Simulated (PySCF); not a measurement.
**Electron correlation in Ar³⁺ (argon, charge +3)**

[Ne] 3s2 3p3, high-spin 4S determinant. Computed with PySCF 2.14 in x2c-QZVPPall (9s6p4d2f1g, 70 functions), with scalar relativity by spin-free X2C-1e. Frozen: 1s2; 13 electrons correlated.

MP2 pair energies summed by pair of shells (mhartree):

| pair | energy | share (%) |
| --- | --- | --- |
| 2p-2p | -101.08 | 34.7 |
| 3s-3p | -73.53 | 25.3 |
| 2s-2p | -26.41 | 9.1 |
| 3p-3p | -24.70 | 8.5 |
| 2p-3p | -22.27 | 7.6 |
| 2p-3s | -19.17 | 6.6 |
| 3s-3s | -11.24 | 3.9 |
| 2s-2s | -6.47 | 2.2 |
| 2s-3p | -3.70 | 1.3 |
| 2s-3s | -2.58 | 0.9 |

Total MP2 correlation energy: -291.14 mhartree.

Same-spin part -85.77 and opposite-spin part -205.37 mhartree; SCS-MP2 scales them by 1/3 and 6/5 to -275.04 mhartree.

This basis was not built for core-valence correlation, so the inner-shell part is incomplete.
